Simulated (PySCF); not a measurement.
Scan of H₆BN, singlet: internal rotation, threefold axis kept, other coordinates relaxed. Scanned: torsion (0 = eclipsed). Other coordinates (B-N length, H-B-N angle, H-N-B angle, B-H length, N-H length) were minimised at B3LYP/def2-TZVP.

- PBE/cc-pVTZ (PySCF)
- wB97X-V/cc-pVTZ (PySCF)
- CCSD(T) on RHF/cc-pVTZ, 2 core orbitals frozen (PySCF)

Energies relative to the lowest point of each profile, in kJ/mol; the last columns give the difference from CCSD(T):

| at / ° | PBE | wB97X-V | CCSD(T) | PBE − CCSD(T) | wB97X-V − CCSD(T) |
|---|---|---|---|---|---|
| 0 | 8.40 | 8.16 | 8.73 | -0.33 | -0.57 |
| 10 | 7.88 | 7.64 | 8.18 | -0.30 | -0.54 |
| 20 | 6.39 | 6.19 | 6.62 | -0.23 | -0.43 |
| 30 | 4.31 | 4.18 | 4.47 | -0.16 | -0.29 |
| 40 | 2.21 | 2.12 | 2.26 | -0.05 | -0.14 |
| 50 | 0.60 | 0.58 | 0.61 | -0.01 | -0.03 |
| 60 | 0.00 | 0.00 | 0.00 | 0.00 | 0.00 |

PBE is furthest from CCSD(T) at 0 (-0.33 kJ/mol, below); its mean absolute difference over the points is 0.15 kJ/mol.

wB97X-V is furthest from CCSD(T) at 0 (-0.57 kJ/mol, below); its mean absolute difference over the points is 0.29 kJ/mol.
